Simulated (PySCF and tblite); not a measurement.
Molecule: C4H9FGe, numbered as in [CH3:1][Ge:2]1([F:3])[CH2:4][CH2:5][CH2:6]1; H are named by their carrier, a and b as at the first point (Å):

```
C1       2.264    0.628    0.064
Ge2      0.668   -0.582    0.141
F3       1.412   -2.205    0.447
C4      -0.869   -0.518   -1.174
C5      -1.500    0.472   -0.191
C6      -1.072   -0.146    1.139
H1a      2.922    0.301   -0.735
H1b      2.798    0.578    1.007
H1c      1.946    1.648   -0.120
H4a     -1.406   -1.463   -1.178
H4b     -0.766   -0.159   -2.195
H5a     -2.583    0.555   -0.300
H5b     -1.069    1.466   -0.312
H6a     -1.116    0.516    2.000
H6b     -1.622   -1.058    1.350
```

The ring torsion 2–4–5–6 is restrained (values as reached) and the rest relaxed at GFN2-xTB. Energies: PBE0/pcSseg-1 + D3(BJ). Couplings: B3LYP/pcseg-1 with H pcJ-1 F pcJ-1, gas phase, for ¹H, ¹⁹F. Programs: tblite and PySCF.

GFN2-xTB flattens four-membered rings, so the relaxed shapes are rough. Spin–orbit effects of heavy atoms are missing.

(1) How do the most sensitive couplings change along the ring torsion?

(2) Set ³J(H4a,H5b) against its H–C–C–H torsion.

## Answers

(1) 
| ring torsion ° | ³J(H4a,H5b) | ³J(H5b,H6b) | ³J(H4b,H5a) | ³J(H5a,H6a) | ³J(F3,H4b) |
| --- | --- | --- | --- | --- | --- |
| -38 | 16.0 | 15.9 | 0.7 | 0.7 | 0.2 |
| -24 | 13.9 | 13.9 | 1.1 | 1.1 | 2.7 |
| -8 | 9.2 | 9.2 | 3.6 | 3.6 | 6.1 |
| 8 | 3.8 | 3.8 | 8.8 | 8.8 | 9.1 |
| 24 | 1.2 | 1.2 | 13.1 | 13.0 | 9.6 |
| 38 | 0.8 | 0.8 | 15.0 | 15.0 | 6.7 |
Values in Hz. Computed couplings to fluorine can be off by tens of per cent at such levels.

(2) -170°: 16.0 Hz, -156°: 13.9 Hz, -135°: 9.2 Hz, -110°: 3.8 Hz, -89°: 1.2 Hz, -77°: 0.8 Hz.
